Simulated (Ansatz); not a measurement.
Cu₂Te₈. Charge 0, multiplicity 3. Geometry PBE0-D4/def2-SVP, that of the neutral singlet; atoms count from 1.

```xyz
10

Cu    0.9801    0.6851   -0.8501
Cu   -0.1685   -0.1698    1.4477
Te    1.0445    3.0428    0.0021
Te   -1.0926    2.1959    1.4236
Te   -1.5020   -1.9195   -0.0927
Te    0.5884   -3.2979   -1.1166
Te   -2.9812    1.7790   -0.6445
Te    2.0175   -1.0996    2.2515
Te   -1.3660    0.0993   -2.0182
Te    2.4798   -1.3154   -0.4027
```

In the def2 sets Te takes a core potential; there is no spin–orbit coupling. The gap within one spin of the charge 0 triplet nearly closes, so an electron or hole may be smeared out by delocalisation error. At PBE-D4/def2-SVP a singlet of charge 0 lies 1.27 eV below the triplet at the same geometry. The structure comes from a short search, and lower isomers may exist.

(1) Estimate the Mulliken populations from the PBE/def2-SVP orbitals of Ansatz.

(2) Where does the spin sit?

(3) And the Mayer bond orders between bonded heavy atoms (over 0.3)?

## Answers

(1) 
```json
{"atom": "Cu1", "charge (e)": "-0.04", "spin (α − β)": "0.12", "d electrons": "9.63"}
{"atom": "Cu2", "charge (e)": "-0.05", "spin (α − β)": "0.11", "d electrons": "9.63"}
{"atom": "Te3", "charge (e)": "-0.06", "spin (α − β)": "0.27", "d electrons": "–"}
{"atom": "Te4", "charge (e)": "0.10", "spin (α − β)": "0.23", "d electrons": "–"}
{"atom": "Te5", "charge (e)": "0.03", "spin (α − β)": "0.26", "d electrons": "–"}
{"atom": "Te6", "charge (e)": "-0.04", "spin (α − β)": "0.20", "d electrons": "–"}
{"atom": "Te7", "charge (e)": "-0.06", "spin (α − β)": "0.25", "d electrons": "–"}
{"atom": "Te8", "charge (e)": "-0.05", "spin (α − β)": "0.18", "d electrons": "–"}
{"atom": "Te9", "charge (e)": "0.07", "spin (α − β)": "0.15", "d electrons": "–"}
{"atom": "Te10", "charge (e)": "0.09", "spin (α − β)": "0.23", "d electrons": "–"}
```
Mulliken values and Mayer orders depend strongly on the basis.

(2) Summed by element: Cu 0.23, Te 1.77, of 2 unpaired in all. Largest on single atoms: Te3 0.27, Te5 0.26, Te7 0.25.

(3) Cu1–Te3 0.83 (2.51 Å); Cu1–Te9 0.54 (2.69 Å); Cu1–Te10 0.70 (2.54 Å); Cu2–Te4 0.71 (2.54 Å); Cu2–Te5 0.54 (2.69 Å); Cu2–Te8 0.83 (2.51 Å); Te3–Te4 1.06 (2.70 Å); Te4–Te7 0.69 (2.83 Å); Te5–Te6 1.01 (2.71 Å); Te5–Te9 0.73 (2.79 Å); Te6–Te10 0.77 (2.83 Å); Te7–Te9 1.11 (2.71 Å); Te8–Te10 1.07 (2.70 Å).
